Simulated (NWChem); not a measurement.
System: CH4AlBrO; SMILES C[O][AlH][Br]

NWChem input:

```
start job
memory heap 200 mb stack 900 mb global 1100 mb
geometry units angstroms noautoz
  Al    -0.948316    -0.639168    -0.021586
  H     -2.409803    -0.242354    -0.424680
  Br     0.491728     0.869808     0.844147
  O     -0.445430    -2.231501    -0.241539
  C      0.650651    -3.069632    -0.072194
  H      1.524634    -2.546550     0.356806
  H      0.394553    -3.907579     0.599148
  H      0.957098    -3.503170    -1.039950
end
basis spherical
  * library cc-pvtz
end
dft
  xc pbe0
  iterations 150
  semidirect filesize 400000000
  mulliken
end
task dft energy
```

Parts of the log:

```
             Northwest Computational Chemistry Package (NWChem) 7.3.0
             --------------------------------------------------------

 CS  symmetry detected

                             Geometry "geometry" -> ""
                             -------------------------

 Output coordinates in angstroms (scale by  1.889725989 to convert to a.u.)

  No.       Tag          Charge          X              Y              Z
 ---- ---------------- ---------- -------------- -------------- --------------
    1 Al                  13.0000    -1.01039710     0.54779567     0.00000000
    2 H                    1.0000    -2.57744201     0.53165495     0.00000000
    3 Br                  35.0000     0.19291300    -1.36329662     0.00000000
    4 O                    8.0000    -0.21001169     2.02974750     0.00000000
    5 C                    6.0000     1.06226182     2.58997513     0.00000000
    6 H                    1.0000     1.86311303     1.82830639     0.00000000
    7 H                    1.0000     1.20202946     3.22812290    -0.88975354
    8 H                    1.0000     1.20202946     3.22812290     0.88975354

 Effective nuclear repulsion energy (a.u.)     289.6568335493

      Symmetry information
      --------------------

 Group name             Cs
 Group number              2
 Group order               2
 No. of unique centers     7

                                 NWChem DFT Module
                                 -----------------

 Summary of "ao basis" -> "ao basis" (spherical)
 ------------------------------------------------------------------------------
       Tag                 Description            Shells   Functions and Types
 ---------------- ------------------------------  ------  ---------------------
 Al                         cc-pvtz                 12       34   5s4p2d1f
 H                          cc-pvtz                  6       14   3s2p1d
 Br                         cc-pvtz                 15       43   6s5p3d1f
 O                          cc-pvtz                 10       30   4s3p2d1f
 C                          cc-pvtz                 10       30   4s3p2d1f

      Symmetry analysis of basis
      --------------------------

        a'        126
        a"         67

            General Information
            -------------------
          SCF calculation type: DFT
          Wavefunction type:  closed shell.
          No. of atoms     :     8
          No. of electrons :    66
           Alpha electrons :    33
            Beta electrons :    33
          Charge           :     0
          Spin multiplicity:     1
          Use of symmetry is: on ; symmetry adaption is: on
          Maximum number of iterations: 150
          AO basis - number of functions:   193
                     number of shells:    71
          Convergence on energy requested:  1.00D-06
          Convergence on density requested:  1.00D-05
          Convergence on gradient requested:  5.00D-04

              XC Information
              --------------
                         PBE0 Method XC Functional
                     Hartree-Fock (Exact) Exchange  0.250
          PerdewBurkeErnzerhof Exchange Functional  0.750
            Perdew 1991 LDA Correlation Functional  1.000 local
           PerdewBurkeErnz. Correlation Functional  1.000 non-local

             Grid Information
             ----------------
          Grid used for XC integration:  medium
          Radial quadrature: Mura-Knowles
          Angular quadrature: Lebedev.
          Tag              B.-S. Rad. Rad. Pts. Rad. Cut. Ang. Pts.
          ---              ---------- --------- --------- ---------
          Al                  1.25       88          11.0       590
          H                   0.35       45          12.0       434
          Br                  1.15      112          12.0       590
          O                   0.60       49          10.0       434
          C                   0.70       49          11.0       434
          Grid pruning is: on
          Number of quadrature shells:   433
          Spatial weights used:  Erf1

      Superposition of Atomic Density Guess
      -------------------------------------

 Sum of atomic energies:       -2928.77587228

      Non-variational initial energy
      ------------------------------

 Total energy =   -2930.031460
 1-e energy   =   -4651.281369
 2-e energy   =    1431.593075
 HOMO         =      -0.393142
 LUMO         =       0.004294

      Symmetry analysis of molecular orbitals - initial
      -------------------------------------------------

  Numbering of irreducible representations:

     1 a'          2 a"

  Orbital symmetries:

     1 a'          2 a'          3 a'          4 a"          5 a'
     6 a'          7 a'          8 a'          9 a'         10 a'
    11 a'         12 a"         13 a'         14 a'         15 a'
    16 a"         17 a'         18 a'         19 a"         20 a'
    21 a"         22 a'         23 a'         24 a'         25 a'
    26 a'         27 a"         28 a'         29 a'         30 a"
    31 a'         32 a'         33 a"         34 a'         35 a"
    36 a'         37 a'         38 a'         39 a"         40 a'
    41 a'         42 a'         43 a"

------------------------------------------------------------
EAF file 0: "./job.aoints.0" size=311951360 bytes
------------------------------------------------------------
               write      read    awrite     aread      wait
               -----      ----    ------     -----      ----
     calls:      595         0         0         0         0
   data(b): 3.12e+08  0.00e+00  0.00e+00  0.00e+00
   time(s): 0.00e+00  0.00e+00  0.00e+00  0.00e+00  0.00e+00
rate(mb/s): 0.00e+00  0.00e+00
------------------------------------------------------------

     ---------------------------------------------
      Total Density - Mulliken Population Analysis
     ---------------------------------------------

    Atom       Charge   Shell Charges
 -----------   ------   -------------------------------------------------------
    1 Al  13    12.14   2.00  1.95  0.69  0.13  0.21  5.23  0.67  0.79  0.15  0.08  0.16  0.07
    2 H    1     1.08   0.21  0.52  0.34  0.00  0.01  0.00
    3 Br  35    35.38   2.00  2.00  1.93  1.15  0.37  0.47  6.00  5.85  3.06  1.21  1.33  9.68  0.32  0.01  0.00
    4 O    8     8.63   1.95  1.03  0.24  0.49  1.39  2.41  1.10  0.00  0.02  0.00
    5 C    6     6.18   1.95  0.85  0.18  0.37  0.73  1.44  0.54  0.02  0.08  0.01
    6 H    1     0.87   0.25  0.45  0.15  0.01  0.01  0.00
    7 H    1     0.86   0.25  0.45  0.14  0.01  0.01  0.00
    8 H    1     0.86   0.25  0.45  0.14  0.01  0.01  0.00

   convergence    iter        energy       DeltaE   RMS-Dens  Diis-err
 ---------------- ----- ----------------- --------- --------- ---------
 d= 0,ls=0.0,diis     1  -2931.9013108434 -3.22D+03  4.37D-03  8.99D-01
 d= 0,ls=0.0,diis     2  -2931.8335168931  6.78D-02  2.61D-03  1.57D+00
 d= 0,ls=0.0,diis     3  -2931.9730766649 -1.40D-01  6.29D-04  8.07D-02
 d= 0,ls=0.0,diis     4  -2931.9790550016 -5.98D-03  2.37D-04  8.23D-03
 d= 0,ls=0.0,diis     5  -2931.9799663771 -9.11D-04  4.11D-05  2.01D-04
  Resetting Diis
 d= 0,ls=0.0,diis     6  -2931.9799931019 -2.67D-05  5.89D-06  2.93D-06
 d= 0,ls=0.0,diis     7  -2931.9799934162 -3.14D-07  3.84D-06  7.06D-07

         Total DFT energy =    -2931.979993416219
      One electron energy =    -4654.832091856412
           Coulomb energy =     1558.228368287838
    Exchange-Corr. energy =     -125.033103396906
 Nuclear repulsion energy =      289.656833549261

 Numeric. integr. density =       66.000029324291

                  Occupations of the irreducible representations
                  ----------------------------------------------

                     irrep           alpha         beta
                     --------     --------     --------
                     a'               25.0         25.0
                     a"                8.0          8.0

                       DFT Final Molecular Orbital Analysis
                       ------------------------------------

 Vector   31  Occ=2.000000D+00  E=-3.169642D-01  Symmetry=a'
              MO Center= -6.4D-02, -2.6D-01, -7.8D-16, r^2= 4.4D+00
   Bfn.  Coefficient  Atom+Function         Bfn.  Coefficient  Atom+Function
  ----- ------------  ---------------      ----- ------------  ---------------
    61      0.440139  3 Br px                67      0.238809  3 Br px
    64      0.233455  3 Br px               100     -0.124136  4 O  py
    99      0.109594  4 O  px               153     -0.106821  6 H  s
    97     -0.100072  4 O  py                36      0.098898  2 H  s
   103     -0.097054  4 O  py                62      0.095050  3 Br py

 Vector   32  Occ=2.000000D+00  E=-3.081892D-01  Symmetry=a'
              MO Center=  2.2D-01,  9.1D-01,  6.6D-14, r^2= 4.4D+00
   Bfn.  Coefficient  Atom+Function         Bfn.  Coefficient  Atom+Function
  ----- ------------  ---------------      ----- ------------  ---------------
   100      0.264696  4 O  py                62      0.258842  3 Br py
    97      0.217890  4 O  py                61      0.209861  3 Br px
   103      0.195212  4 O  py                99     -0.157811  4 O  px
   153      0.157113  6 H  s                 65      0.142811  3 Br py
   154      0.139087  6 H  s                 68      0.138300  3 Br py

[...]
```

Level: PBE0/cc-pVTZ. Structure relaxed at the PBE0/def2-SVP level.
